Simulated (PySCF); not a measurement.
## Radial density of Mo (molybdenum, neutral)

PW91, [Kr] 4d6, high-spin 5D determinant (an excited configuration). Calculation: PySCF 2.14, in x2c-QZVPPall (13s8p7d3f2g, 111 functions); scalar relativity by spin-free X2C-1e.

```
r (bohr)  4πr²ρ (e/bohr)  4πr²(ρα − ρβ)
  0.0349           49.13        -0.0026
  0.0586           46.46        -0.0012
  0.0986           64.61         0.0459
   0.166           49.54         0.2499
   0.279           45.96         0.4074
   0.469           36.71         0.0348
   0.789           11.43         0.6161
    1.33           9.601         2.0630
    2.23           2.596         1.3359
    3.76          0.5144         0.3105
    6.32         0.05338         0.0204
    10.6       0.0007117         0.0002
```

Densities and radii are taken from the X2C orbitals without a picture-change correction, which distorts them close to the nucleus.

(1) Where is the radial spin density 4πr²(ρα − ρβ) most negative, and why is it negative at all?

Results:

(1) Around r = 0.0349 bohr, down to -0.0026 e/bohr: exchange with the open shell polarises the paired shells in an unrestricted calculation.
